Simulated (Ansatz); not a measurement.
`[SiH3][NH][GeH3]` + `[OH][Al]([OH])[Br]` → `[OH][Al]([Br])[O][SiH3]` + `[NH2][GeH3]`  (ligand exchange at the Si–N bond)

Gas-phase electronic energies from Ansatz, PBE0-D4/def2-TZVP geometries. CBS: MP2 limit from def2 TZ/QZ plus the TZ coupled-cluster correction, frozen cores. For Br, Ge outer-core shells are correlated without core-valence functions, which leaves a few kJ/mol of doubt a bond. Scalar relativity is left out up to krypton. One conformer a species, not always the lowest.

| species | CCSD(T)/CBS(def2) energy (Eh) |
| --- | --- |
| `[SiH3][NH][GeH3]` | -2424.11992 |
| `[OH][Al]([OH])[Br]` | -2967.07960 |
| `[OH][Al]([Br])[O][SiH3]` | -3257.40041 |
| `[NH2][GeH3]` | -2133.81884 |

Q: Work out ΔE.

A: ΔE = (-3257.40041) + (-2133.81884) − (-2424.11992) − (-2967.07960) = -0.01973 Eh = -51.8 kJ/mol.

Largest T1 diagnostic among the species: 0.011.

Leaving LDA and LC-ωPBE aside and taking each functional with its dispersion term where it has one, the values, not all of them listed here, spread over 15.0 kJ/mol, from BHLYP-D4 to revPBE-D4. LDA lies +3.9 kJ/mol from PBE without D4. In def2-TZVPP, CCSD(T) changes the Hartree–Fock value by +13.3 kJ/mol (the triples alone add +2.0 kJ/mol) and MP2 by +14.8 kJ/mol.
